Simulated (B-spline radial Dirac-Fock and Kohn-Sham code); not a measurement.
System: the Ho atom in the configuration [Xe] 4f11 6s2. Level of theory: Dirac-Hartree-Slater photoionisation with all multipoles and Dirac-Fock thresholds; a radial finite-basis atomic code.

Q: Which of the sources Mg Kα (1253.6 eV), Al Kα (taken as 1486.9 eV), Ag Lα (2984.4 eV), Cr Kα (5414.7 eV), Cu Kα (8047.8 eV), Ga Kα (9251.7 eV), Mo Kα (17479.3 eV), Ag Kα (22162.9 eV) can ionise the 2p1/2 level, and how does the cross section change among them?

A: The computed threshold is 8919.5 eV, above Mg Kα, Al Kα, Ag Lα, Cr Kα, Cu Kα; the others can ionise it. Cross sections: Ga Kα 23.6 kb, Mo Kα 4.22 kb, Ag Kα 2.13 kb. From the first to the last it falls by a factor of 11.
